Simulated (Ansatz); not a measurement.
The same path of a periodic cell of 17 atoms, CuSi16 (host Si, host structure diamond, interstitial Cu), cell charge +1 was run twice with different band settings. Lost on the way: Si12–Cu17, Si15–Cu17. Made: Si4–Cu17, Si7–Cu17.

Computed with Ansatz, DFT PBE, scalar-relativistic, plane waves, PAW. Settings: PAW set soft_1, cutoff 420 eV, k mesh 2x2x2, gaussian smearing 0.05 eV, no spin polarisation.

Relaxed end points:

```xyz
17
Lattice="0.0000 5.4300 5.4300 5.4300 0.0000 5.4300 5.4300 5.4300 0.0000" Properties=species:S:1:pos:R:3
Si 0.037 -0.055 0.059
Si 1.315 1.405 1.363
Si 2.773 2.690 0.060
Si 4.127 4.025 1.409
Si 2.720 0.008 2.775
Si 4.147 1.316 4.116
Si 5.482 2.677 2.761
Si 6.831 4.017 4.121
Si -0.145 2.856 2.575
Si 1.311 4.069 4.025
Si 2.773 5.373 2.746
Si 4.070 6.830 4.035
Si 2.712 2.653 5.422
Si 3.933 4.194 6.662
Si 5.478 5.427 5.441
Si 6.830 6.743 6.853
Cu 6.614 6.928 3.921
```

```xyz
17
Lattice="0.0000 5.4300 5.4300 5.4300 0.0000 5.4300 5.4300 5.4300 0.0000" Properties=species:S:1:pos:R:3
Si 0.129 -0.124 0.132
Si 1.359 1.418 1.360
Si 2.670 2.761 -0.066
Si 4.016 4.073 1.357
Si 2.758 0.004 2.761
Si 4.212 1.218 4.215
Si 5.427 2.671 2.760
Si 6.727 4.133 4.042
Si -0.066 2.761 2.674
Si 1.354 4.075 4.019
Si 2.669 5.493 2.672
Si 4.025 6.833 4.027
Si 2.757 2.672 5.430
Si 4.039 4.131 6.732
Si 5.376 5.482 5.381
Si 6.728 6.818 6.731
Cu 8.300 7.999 2.876
```

Common settings: climbing image yes; optimiser quadratic models (default); end points relaxed.

| run | movable images | spring | start path | force threshold | iteration limit |
| --- | --- | --- | --- | --- | --- |
| 1 | 7 | 2.0 eV/Å² | IDPP | 0.05 eV/Å | 55 |
| 2 | 3 | 5.0 eV/Å² | default | 0.4 eV/Å | 50 |

Question: What does each run give, and how far can it be trusted?

Answer: Run 1: converged after 7 iterations, highest image 0.043 eV above the first end. A structure lower than the first end lies on the path between it and the top, so the climb from that side starts below the end, which may itself be a saddle point or a shallow side well. A structure lower than the last end lies on the path between it and the top, so the climb from that side starts below the end, which may itself be a saddle point or a shallow side well. By the program's own check the climbing image is of a kind that is not told: the force calls were inconclusive, a negative curvature could not be distinguished from the path's own, the only one lies far off the path, or fixed occupations may fill a level only in part (lowest curvatures found: -0.56 and 0.87 eV/Å²).
Run 2: converged after 3 iterations, highest image 0.058 eV above the first end. The threshold of 0.4 eV/Å is loose, so the images may lie well off the minimum-energy path. The order of the stationary point at the top wasn't checked.
Limits of this set-up: coarse k mesh, charged cell in a uniform background, uncorrected.
